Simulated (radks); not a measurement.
Task: These are the eigenvalues of the occupied orbitals of an atom or ion with whole-number occupations (Ry). Method: Dirac Kohn-Sham, BLYP, spin-unpolarised, spherical densities, finite nucleus; Fermi nuclear charge, rms radius of each element as measured or else 0.836 A^(1/3) + 0.57 fm; computed with a radial shooting solver on a logarithmic mesh with Libxc functionals.

1s1/2: -2425.112
2s1/2: -376.5599
2p1/2: -353.4969
2p3/2: -331.5296
3s1/2: -77.85790
3p1/2: -68.31733
3p3/2: -64.18423
3d3/2: -47.35975
3d5/2: -46.49043
4s1/2: -15.57780
4p1/2: -12.24645
4p3/2: -11.43804
4d3/2: -6.07795
4d5/2: -5.95074
5s1/2: -3.38940
5p1/2: -2.57263

Which element is it, and in what charge state? The configuration may be excited. Open shells, if any, fill j = l - 1/2 first.

Result: Z = 53, iodine, charge +3: I3+ in [Kr] 4d10 5s2 5p2. The list shows which subshells hold electrons but not how many an open one holds; the 1s level, -1212.6 hartree, gives Z - s = 49.2 by -(Z - s)^2/2, which with screening and relativity narrows Z to a few neighbours, and the depths of the outer levels then fix element, charge and occupations together.
